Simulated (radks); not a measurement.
Mg III, configuration [Ne]. Method: scalar-relativistic Kohn-Sham, Slater X-alpha with alpha = 0.953, spin-unpolarised, spherical densities, point nucleus; computed with a radial shooting solver on a logarithmic mesh with Libxc functionals.

Normalised radial functions P(r) = r R(r), r in bohr:

r	2s
0.006275	0.1222
0.008505	0.1610
0.01153	0.2100
0.0155	0.2684
0.021	0.3390
0.02846	0.4170
0.03858	0.4940
0.05228	0.5539
0.07085	0.5703
0.09603	0.5077
0.1301	0.3285
0.1764	0.0119
0.239	-0.4176
0.324	-0.8666
0.4391	-1.1852
0.595	-1.2387
0.8064	-1.0089
1.093	-0.6256
1.481	-0.2791
2.007	-0.0818

2s: eigenvalue -108.08 eV, 1 radial node at r = 0.178 bohr, <r> = 0.681 bohr, 90 % of the charge inside 1.08 bohr.
